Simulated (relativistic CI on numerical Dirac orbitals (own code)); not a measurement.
## Level scheme of I LII

Computed by Dirac-Coulomb-Breit CI, separate exchange-only KLI orbitals for each configuration, model QED (radiative potential, 1s self-energy scaled to tabulated hydrogen-like ionisation energies), unscaled Slater integrals (own radial code, finite nucleus).

CI space: 1s², 1s2s, 1s2p, 1s3s, 1s3p, 1s3d, 1s4s, 1s4p, 1s4d, 1s4f, 1s5s, 1s5p, 1s5d, 1s5f, 1s5g, 1s6s, 1s6p, 1s6d, 2s². Levels of other configurations are missing.

```
No.  Configuration  Term  J  E (10³ cm⁻¹)    %  Next component (%)  Landé g  jj configuration (%)
  1            1s²    ¹S  0             0  100                                       closed (100)
  2           1s2s    ³S  1        233650  100                        1.938           1s 2s (100)
  3           1s2p   ³P°  1        234260   71              29 ¹P°    1.290        1s 2p1/2 (100)
  4           1s2p   ³P°  0        234301  100                                     1s 2p1/2 (100)
  5           1s2s    ¹S  0        234319  100                                        1s 2s (100)
  6           1s2p   ³P°  2        237145  100                        1.461        1s 2p3/2 (100)
  7           1s2p   ¹P°  1        237425   71              29 ³P°    1.149        1s 2p3/2 (100)
  8           1s3s    ³S  1        277783  100                        1.945           1s 3s (100)
  9           1s3p   ³P°  1        277949   70              30 ¹P°    1.296        1s 3p1/2 (100)
 10           1s3p   ³P°  0        277960  100                                     1s 3p1/2 (100)
 11           1s3s    ¹S  0        277961  100                                        1s 3s (100)
 12           1s3p   ³P°  2        278807  100                        1.469        1s 3p3/2 (100)
 13           1s3d    ³D  2        278873   60               40 ¹D    1.068        1s 3d3/2 (100)
 14           1s3d    ³D  1        278885  100                        0.514        1s 3d3/2 (100)
 15           1s3p   ¹P°  1        278887   70              30 ³P°    1.163        1s 3p3/2 (100)
 16           1s3d    ³D  3        279144  100                        1.310        1s 3d5/2 (100)
 17           1s3d    ¹D  2        279155   60               40 ³D    1.074        1s 3d5/2 (100)
 18           1s4s    ³S  1        293035  100                        1.947           1s 4s (100)
 19           1s4p   ³P°  1        293103   70              30 ¹P°    1.298        1s 4p1/2 (100)
 20           1s4p   ³P°  0        293108  100                                     1s 4p1/2 (100)
 21           1s4s    ¹S  0        293108  100                                        1s 4s (100)
 22           1s4p   ³P°  2        293464  100                        1.472        1s 4p3/2 (100)
 23           1s4d    ³D  2        293492   61               39 ¹D    1.072        1s 4d3/2 (100)
 24           1s4d    ³D  1        293496  100                        0.519        1s 4d3/2 (100)
 25           1s4p   ¹P°  1        293497   70              30 ³P°    1.168        1s 4p3/2 (100)
 26           1s4d    ³D  3        293606  100                        1.313        1s 4d5/2 (100)
 27           1s4f   ³F°  3        293608   57              43 ¹F°    1.026        1s 4f5/2 (100)
 28           1s4f   ³F°  2        293610  100                        0.678        1s 4f5/2 (100)
 29           1s4d    ¹D  2        293611   61               39 ³D    1.078        1s 4d5/2 (100)
 30           1s4f   ³F°  4        293665  100                        1.234        1s 4f7/2 (100)
```

Energies count from the lowest computed level; ° marks odd parity. Filled j subshells are mostly left out of the jj labels.

The mean weight of the leading LS term, summed over parents, in these 30 levels is 87 %, and that of the leading jj configuration (from the same eigenvectors) 100 %, so jj coupling describes them better and the LS labels are nominal.

At this charge energies of transitions that change n are usually good to better than 1 %, and those within a shell (Δn = 0) to a few per cent.

LS names give the leading component of a level, which can be under half, so a name can repeat, a term be missing and a line seem to break the LS rules.
